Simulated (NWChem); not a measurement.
Species: C2H4NO anion

```xyz
8

C      0.4897    -1.3680    -0.0854
N     -0.6797    -0.5482    -0.3067
C     -0.5403     0.7117     0.0453
O      0.4543     1.3144     0.5454
H      0.8066    -1.4017     0.9805
H      0.2849    -2.4052    -0.4068
H      1.3857    -1.0135    -0.6415
H     -1.4703     1.3149    -0.1424
```
Atoms are numbered in this order, from 1.

Level: B3LYP/def2-SVPD (NWChem), optimised geometry, unscaled harmonic frequencies. 

| frequency (cm⁻¹) | IR intensity (km/mol) |
|---|---|
| 136 | 0.0 |
| 285 | 13.6 |
| 454 | 16.5 |
| 793 | 11.2 |
| 987 | 15.8 |
| 999 | 0.2 |
| 1107 | 2.0 |
| 1138 | 3.0 |
| 1352 | 79.6 |
| 1373 | 82.8 |
| 1393 | 8.3 |
| 1444 | 1.2 |
| 1450 | 2.6 |
| 1640 | 629.8 |
| 2787 | 365.2 |
| 2898 | 166.6 |
| 2921 | 145.1 |
| 2990 | 104.3 |

```
Item                                                                               Result
-----------------------------------------------------------------------  ----------------
zero-point energy                                                           37.4 kcal/mol
thermal correction to the enthalpy at 298.15 K (with zero-point energy)     40.7 kcal/mol
heat capacity Cv                                                         13.5 cal/(mol K)
entropy at 298.15 K and 1 atm (symmetry number 1)                        67.5 cal/(mol K)
```

Rigid rotor and harmonic oscillator.
